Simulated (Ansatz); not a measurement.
Computed with frozen-core CCSD(T)/def2-TZVPP // r2SCAN-D4/def2-SVP (Ansatz, an electronic-structure program).

Ansatz 0.2 input:
```yaml
crystal:
  periodic: [false, false, false]
  atoms:
    - { symbol: Zr, position_ang: [0.056795, -0.099968, -0.053011] }
    - { symbol: N, position_ang: [0.715799, 1.244514, 1.354191] }
    - { symbol: H, position_ang: [1.560561, 1.814422, 1.358015] }
    - { symbol: H, position_ang: [0.159935, 1.517252, 2.166013] }
    - { symbol: N, position_ang: [1.128859, 0.117766, -1.792475] }
    - { symbol: H, position_ang: [2.06062, -0.277716, -1.925884] }
    - { symbol: H, position_ang: [0.845376, 0.534356, -2.678234] }
    - { symbol: N, position_ang: [0.317142, -2.020257, 0.630212] }
    - { symbol: H, position_ang: [0.335502, -2.833179, 0.012808] }
    - { symbol: H, position_ang: [0.529743, -2.347931, 1.571408] }
    - { symbol: N, position_ang: [-1.936114, 0.258227, -0.401947] }
    - { symbol: H, position_ang: [-2.711466, -0.400939, -0.454846] }
    - { symbol: H, position_ang: [-2.329419, 1.19805, -0.468885] }
basis:
  gaussian: { orbitals: def2-TZVPP }
correlation:
  method: ccsd_t
```

Output:

```
Functional definition: HF
1748 factors; integrals over basis functions are off by at most 1.2e-3 eV
mean field evaluation 1: about -7316.0876 eV, gradient 7.3e1 eV
mean field evaluation 2: about -7316.1879 eV, gradient 7.3e1 eV
mean field evaluation 4: about -7326.4119 eV, gradient 4.0e0 eV
mean field evaluation 8: about -7326.5023 eV, gradient 3.1e-1 eV
mean field evaluation 16: about -7326.5028 eV, gradient 1.7e-6 eV
mean field -7326.50284560 eV, -269.2440134940 hartree, gradient 1.7e-6 eV, S^2 0.000000; 0 other end points of the search recorded, 0 dependent functions left out
4 core orbitals not correlated
reference -7326.50284560 eV, -269.2440134940 hartree; 20, 20 occupied and 268, 268 virtual orbitals, 1748 factors
second order -33.50899470 eV of doubles, -0.00000000 eV of singles
cycle   1  -33.17447127 eV  change    3.3e-1 eV  update   1.5e-1
cycle   2  -33.91327578 eV  change   -7.4e-1 eV  update   5.1e-2
cycle   3  -34.15058889 eV  change   -2.4e-1 eV  update   2.8e-2
cycle   4  -34.13740545 eV  change    1.3e-2 eV  update   9.2e-3
cycle   5  -34.13119757 eV  change    6.2e-3 eV  update   4.1e-3
cycle   6  -34.13321332 eV  change   -2.0e-3 eV  update   1.3e-3
cycle   7  -34.13267940 eV  change    5.3e-4 eV  update   5.3e-4
cycle   8  -34.13258587 eV  change    9.4e-5 eV  update   1.4e-4
cycle   9  -34.13266179 eV  change   -7.6e-5 eV  update   6.0e-5
cycle  10  -34.13264353 eV  change    1.8e-5 eV  update   1.9e-5
perturbative correction -1.46251375 eV, -0.0537463891 hartree
Total energy: -7362.09800288 eV, -270.5521113967 hartree
```

Cost: around 40 core-minutes (rough).
